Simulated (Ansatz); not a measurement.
Isolated molecules relaxed with PBE0-D4/def2-TZVP in Ansatz; ΔE leaves out vibrations. CCSD(T)/CBS adds triple-zeta CCSD(T) − MP2 to the extrapolated MP2 energy (def2 sets, frozen cores). Functionals use def2-TZVPP. For As outer-core shells are correlated without core-valence functions, which leaves a few kJ/mol of doubt a bond. Scalar relativity is left out up to krypton. Each species was taken in one conformer, which may not be the lowest.

Reaction (cleavage of the B–Al bond): `[BH2][Al]1[CH2][NH]1` + `OC[AsH2]` → `B[AsH]CO` + `[CH2]1[NH][AlH]1`

`[BH2][Al]1[CH2][NH]1`:

```xyz
9

B    -1.239    0.459    2.004
Al   -0.145    0.026    0.258
C     0.759   -0.853   -1.216
N     0.710    0.628   -1.120
H    -2.434    0.517    1.996
H    -0.702    0.613    3.062
H     1.746   -1.309   -1.103
H     0.208   -1.301   -2.048
H     1.098    1.220   -1.833
```

`OC[AsH2]`:

Cartesian coordinates in Å:
```
O -1.504 -0.671 0.173
C -0.509 0.308 0.324
As 0.798 0.262 -1.189
H -1.109 -1.535 0.308
H 0.014 0.228 1.282
H -1.007 1.277 0.286
H 1.485 -1.010 -0.695
H 1.831 1.140 -0.489
```

`B[AsH]CO`:

Cartesian coordinates in Å:
```
B 0.779 -1.430 -0.990
As 1.310 0.151 0.070
C -0.403 1.093 0.270
O -1.386 0.234 0.798
H 0.015 -1.285 -1.895
H 1.338 -2.472 -0.832
H 1.424 -0.448 1.455
H -0.659 1.452 -0.735
H -0.229 1.962 0.913
H -2.189 0.744 0.947
```

`[CH2]1[NH][AlH]1`:

Cartesian coordinates in Å:
```
C 0.006 0.786 0.315
N 0.194 -0.691 0.546
Al -0.226 -0.480 -1.108
H -0.834 1.240 0.845
H 0.907 1.396 0.423
H 0.446 -1.045 1.453
H -0.493 -1.205 -2.475
```

CCSD(T)/CBS gives -11.6 kcal/mol.

Question: Another level gave -9.2 kcal/mol. Which?
A. B2PLYP/def2-TZVPP
B. B97M-V/def2-TZVPP
C. PBE-D4/def2-TZVPP
D. revPBE/def2-TZVPP

Answer: C. PBE-D4 -9.2, B2PLYP -10.9, B97M-V -12.5, revPBE -7.9 kcal/mol.

Largest T1 diagnostic among the species: 0.016.

In def2-TZVPP, CCSD(T) changes the Hartree–Fock value by −1.2 kcal/mol (the triples alone add −0.3 kcal/mol) and MP2 by −3.5 kcal/mol. From r2SCAN to r2SCAN0 (25 % exact exchange), in def2-TZVPP and without D4, ΔE moves by −0.8 kcal/mol. At CCSD(T), def2-SVP lies +1.8 kcal/mol from the extrapolated value and def2-TZVPP +0.4 kcal/mol.
